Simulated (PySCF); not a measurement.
Isomers of C2H11FNSi3 (doublet state), one GFN2-xTB conformer each. Single-point energies are computed at B3LYP/pcH-1 (PySCF, gas phase, no added dispersion term), electronic only. GFN2-xTB treats the open shell by occupation alone, and not every SCF solution was tested for stability.

```json
{"SMILES": "C[SiH2][SiH2][C](F)[SiH2]N", "GFN2-xTB relative energy (kcal/mol)": "0.0"}
{"SMILES": "C[SiH2][SiH2][C@@H](F)[SiH2][NH]", "GFN2-xTB relative energy (kcal/mol)": "6.4"}
{"SMILES": "C[SiH2][SiH2][C@@H](F)[SiH]N", "GFN2-xTB relative energy (kcal/mol)": "0.7"}
{"SMILES": "[CH2][SiH2][SiH2][C@@H](F)[SiH2]N", "GFN2-xTB relative energy (kcal/mol)": "10.6"}
```

Conformers: `[CH3:1][SiH2:2][SiH2:3][C:4]([F:5])[SiH2:6][NH2:7]` (doublet state) with C1–Si2–Si3–C4 -2°, Si2–Si3–C4–F5 84°, Si3–C4–Si6–N7 102°, C4–Si6–N7–H -177° and 48°; `[CH3:1][SiH2:2][SiH2:3][C@@H:4]([F:5])[SiH2:6][NH:7]` (doublet state) with C1–Si2–Si3–C4 -88°, Si2–Si3–C4–F5 -70°, Si3–C4–Si6–N7 40°, C4–Si6–N7–H 105°; `[CH3:1][SiH2:2][SiH2:3][C@@H:4]([F:5])[SiH:6][NH2:7]` (doublet state) with C1–Si2–Si3–C4 115°, Si2–Si3–C4–F5 41°, Si3–C4–Si6–N7 52°, C4–Si6–N7–H 173° and -48°; `[CH2:1][SiH2:2][SiH2:3][C@@H:4]([F:5])[SiH2:6][NH2:7]` (doublet state) with H–C1–Si2–Si3 88° and -79°, C1–Si2–Si3–C4 92°, Si2–Si3–C4–F5 -177°, Si3–C4–Si6–N7 -44°, C4–Si6–N7–H -45° and 178°.

Q: What does B3LYP/pcH-1 give for the same structures?

A: 
| SMILES | B3LYP/pcH-1 E (Eh) | B3LYP/pcH-1 (kcal/mol) | GFN2-xTB (kcal/mol) | point group |
| --- | --- | --- | --- | --- |
| C[SiH2][SiH2][C](F)[SiH2]N | -1105.93417 | 0.0 | 0.0 | C1 |
| C[SiH2][SiH2][C@@H](F)[SiH]N | -1105.92986 | 2.7 | 0.7 | C1 |
| [CH2][SiH2][SiH2][C@@H](F)[SiH2]N | -1105.91557 | 11.7 | 10.6 | C1 |
| C[SiH2][SiH2][C@@H](F)[SiH2][NH] | -1105.88965 | 27.9 | 6.4 | C1 |

Both levels put the same isomer lowest; measured from each level's own lowest isomer, the values differ by up to 21.5 kcal/mol (C[SiH2][SiH2][C@@H](F)[SiH2][NH]: 6.4 against 27.9). Neighbours under 5.0 kcal/mol apart (C[SiH2][SiH2][C](F)[SiH2]N and C[SiH2][SiH2][C@@H](F)[SiH]N) can change places with a better method, another conformer or zero-point energy.

Q: As an exercise, what shares would exp(−E/RT) give at 2000 K from these electronic energies alone (no entropy, no degeneracies)?

A: RT = 3.974 kcal/mol: C[SiH2][SiH2][C](F)[SiH2]N 64.1 %, C[SiH2][SiH2][C@@H](F)[SiH]N 32.5 %, [CH2][SiH2][SiH2][C@@H](F)[SiH2]N 3.4 %, C[SiH2][SiH2][C@@H](F)[SiH2][NH] 0.1 %.
